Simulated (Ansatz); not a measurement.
A made-up structure of Al$_{2}$H$_{3}$Br, singlet:

Al1  (-1.149, 0.508, -0.886)
Al2  (1.147, -0.194, 0.763)
Br3  (1.194, -2.560, 1.709)
H4  (-2.438, -0.679, -1.199)
H5  (-1.307, 2.130, -1.610)
H6  (2.552, 0.794, 1.222)
(Å)

It is relaxed with PBE-D4/def2-SVP and then PBE0-D4/def2-TZVP (Ansatz 0.2.0). Atoms count as bonded within 1.22 times the sum of their covalent radii (H–H: 0.88 Å). The end point is not checked to be a true minimum.

**Question.** Does its bonding change? (Judge from chemistry; the calculation decides.)

**Answer.** Computed: No: no bond forms or breaks.

Where it ends: The first stage lowers the energy by 0.94 eV in 5 steps. It ends as Al₂H₃Br ([AlH2][AlH][Br]):
```
6
angstrom
Al -1.0257 0.4537 -0.7909
Al 1.0241 -0.1734 0.6813
Br 1.0673 -2.2860 1.5266
H -2.1771 -0.6057 -1.0706
H -1.1669 1.9021 -1.4371
H 2.2783 0.7093 1.0909
```

Labels in which every atom is bracketed show which atoms are joined, not bond orders.

For scale, one of the runs: PBE0-D4/def2-TZVP relaxation, 140 basis functions, launched by `ansatz run in.yaml --threads 2 --pin off --events-out ev --progress --plain --max-ram 4352MiB`. The run took about 22 s on 2 CPU threads of an Arm Neoverse V1 (shared host).
